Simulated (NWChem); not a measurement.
Species: ScClF2; SMILES [F][Sc]([F])[Cl]

```xyz
4

Sc     0.0000     0.0000    -0.3934
F      0.0000     1.5446    -1.3352
F      0.0000    -1.5446    -1.3352
Cl     0.0000     0.0000     1.8997
```
Atoms are numbered in this order, from 1.

Coordinates come from a PBE0/def2-SVP optimisation.

Symmetry labels are those of C2v in the frame above (b1 and b2, or b-type labels, depend on it).

**Question.** List the 4 lowest vertical singlet excitations from CAM-B3LYP/def2-SVPD, TDA (NWChem).

**Answer.** 
```csv
state,energy (eV),oscillator strength,symmetry,leading excitation (squared amplitude)
S1,5.12,0.006,b2,HOMO → LUMO (0.98)
S2,5.27,0.023,b1,HOMO−1 → LUMO (0.98)
S3,5.75,0.000,a2,HOMO → LUMO+1 (0.99)
S4,5.79,0.000,a1,HOMO−2 → LUMO (0.93)
```
